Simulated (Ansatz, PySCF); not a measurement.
CH4O (SMILES CO) and CH2O (SMILES C=O) are pulled apart as rigid monomers along the line of their centres of mass, from the B3LYP-D3(BJ)/def2-TZVP minimum. Starting geometry (charge 0, multiplicity 1):
```xyz
10

C      0.3107    -0.5600     0.2502
O     -0.3733     0.6218     0.6630
H      0.8571    -0.4036    -0.6845
H     -0.4510    -1.3199     0.0829
H      1.0027    -0.9150     1.0196
H      0.2790     1.3190     0.7897
C     -0.4571     0.2176     3.3571
O      0.6988     0.0207     3.6211
H     -0.9094     1.2253     3.4062
H     -1.1449    -0.5983     3.0709
```

Interaction energies with rigid monomers; basis-set methods are counterpoise corrected unless marked otherwise.

Frozen-core correlation. Rows in 3-21G, 6-31G* carry no dispersion term and start afresh at each structure (6-31G* with six Cartesian d functions).

The values were computed with Ansatz (Gaussian orbitals); PySCF for 3-21G rows, 6-31G* rows, the dispersion terms. Values without a source in brackets are computed.

```csv
O2···C7 (Å),B3LYP/3-21G (no counterpoise) (meV),PBE0-D3(BJ)/def2-TZVPPD (meV),M06-2X/6-31G* (no counterpoise) (meV),CCSD/aug-cc-pVDZ (meV),CCSD(T)/aug-cc-pVDZ (meV)
2.46,-340.3,-125.2,(withheld),-24.5,-48.9
2.73,-298.8,-158.5,-254.1,-105.4,(withheld)
3.13,-171.7,-134.5,-177.5,-109.6,-116.5
3.80,-47.8,-75.8,-77.1,-65.3,-67.1
4.89,-18.1,-29.5,-22.9,-27.2,-27.2
```

Q: What belongs in the gaps?

A: 
- 2.46, M06-2X/6-31G* (no counterpoise) (meV): -248.9
- 2.73, CCSD(T)/aug-cc-pVDZ (meV): -120.2

Ansatz is a quantum-chemistry and plane-wave program.
